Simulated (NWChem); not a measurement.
# Correlation energy of H2O2Zn

```
Zn
O 1 1.7670
H 2 0.9622 1 114.41
O 1 1.7670 2 174.96 3 129.61
H 4 0.9622 1 114.41 2 129.61
```
Charge 0, spin multiplicity 1.

Program: NWChem. All single points use one geometry, from PBE0/def2-SVP, a minimum by its harmonic frequencies. It is one conformer; others weren't searched.

Basis set: def2-SVP. Each correlation energy counts from its own Hartree-Fock reference.

```
method        correlation energy (mHa)  difference from CCSD(T)
------------  ------------------------  -----------------------
MP2                             -686.9                     +1.6
CCSD                            -673.4                    +15.1
CCSD+T(CCSD)                    -691.2                     -2.7
CR-CCSD(T)                      -685.0                     +3.5
SCS-MP2                         -638.0                    +50.5
CR-CCSD[T]                      -687.1                     +1.5
CCSD(T)                         -688.5                      0.0
```

The values span 53.2 mHa, from CCSD+T(CCSD) (lowest) to SCS-MP2 (highest). 

The correlated methods keep 11 core orbitals frozen. The structure started from a generated list of species. Coupled-cluster values serve here as a point of comparison, not as the truth.
